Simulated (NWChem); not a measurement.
# CH₅FO₂Si; SMILES [SiH](O)(OC)F

```xyz
10

Si    -0.0042    -0.5024     0.3560
O      0.9004    -1.7311    -0.2355
F     -1.5168    -0.5484    -0.2269
O      0.6560     0.9175    -0.1417
C      0.0636     2.1884    -0.0728
H     -0.0959    -0.6603     1.8192
H      1.2405    -1.6338    -1.1302
H      0.0003     2.5523     0.9682
H      0.6834     2.8975    -0.6414
H     -0.9521     2.1917    -0.5038
```
Atoms are numbered in this order, from 1.

Results from NWChem. Medium grid unless said otherwise, to which SCAN and Minnesota functionals are sensitive. The geometry was optimised at PBE0/def2-SVP. Hybrids' shares of exact exchange are those that their runs print; pure functionals count as 0. The functionals differ in more than this share.

| row | share of exact exchange | highest occupied level (eV) |
|---|---|---|
| PBE/def2-TZVP | 0.00 | -7.08 |
| r2SCAN/def2-TZVP | 0.00 | -7.43 |
| TPSSh/def2-TZVP | 0.10 | -7.84 |
| B3LYP/def2-TZVP | 0.20 | -8.45 |
| PBE0/def2-TZVP | 0.25 | withheld |
| PW6B95/def2-TZVP | 0.28 | -8.84 |

Question: Fit a straight line of the last column on the one before it, predict the withheld value, and compare with the run.

Answer: 
1. Means of the 5 shown rows: x = 0.116, y = -7.928. Slope Σ(x − x̄)(y − ȳ)/Σ(x − x̄)² = -0.3510/0.06112 = -5.742; intercept -7.262.
2. The shown rows scatter about the line by 0.113 (root mean square); the largest residual is +0.18, at PBE/def2-TZVP.
3. At x = 0.25 (PBE0/def2-TZVP; inside the shown range) the line gives -8.70.
4. The run gives -8.68, +0.02 from the line, 0.2 times the scatter.
